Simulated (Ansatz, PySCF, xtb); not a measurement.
Noncovalent pair: COS (SMILES O=C=S) (first 3 atoms) with H2 (SMILES [H][H]); geometry from B3LYP-D3(BJ)/def2-TZVP, rigid monomers moved along the line of their centres of mass till C2···H4 is 2.85 Å.
(charge 0, multiplicity 1):
```xyz
5

O      1.42889     0.60525     0.11110
C      0.38897     0.17319    -0.14695
S     -1.01720    -0.41114    -0.49456
H      0.44965     0.18615     2.70570
H     -0.23524    -0.09966     2.64976
```

Counterpoise-corrected where a basis set is named; no monomer relaxation. Rows marked so take none.

Correlated levels freeze the cores. Rows in 3-21G, 6-31G*, STO-3G carry no dispersion term and start afresh at each structure (6-31G* with six Cartesian d functions).

Run with Ansatz (Gaussian basis) for Hartree–Fock, density functionals and correlated methods; PySCF for 3-21G rows, 6-31G* rows, STO-3G rows, the dispersion terms; xtb for the GFN methods. 

```tsv
level	interaction energy (meV)
GFN-FF	-15.2
GFN2-xTB	2.0
HF/STO-3G (no counterpoise)	35.3
BP86/6-31G* (no counterpoise)	38.5
r2SCAN-D3(BJ)/def2-TZVPPD	-3.7
r2SCAN-D4/def2-TZVPPD	-1.5
B3LYP/3-21G (no counterpoise)	(withheld)
MP2/aug-cc-pV(D+d)Z	-1.8
CCSD/aug-cc-pV(D+d)Z	(withheld)
```

### Question
What belongs in the gaps?

### Answer

- B3LYP/3-21G (no counterpoise), interaction energy (meV): -2.7
- CCSD/aug-cc-pV(D+d)Z, interaction energy (meV): 4.9

Ansatz is a quantum-chemistry and plane-wave program.
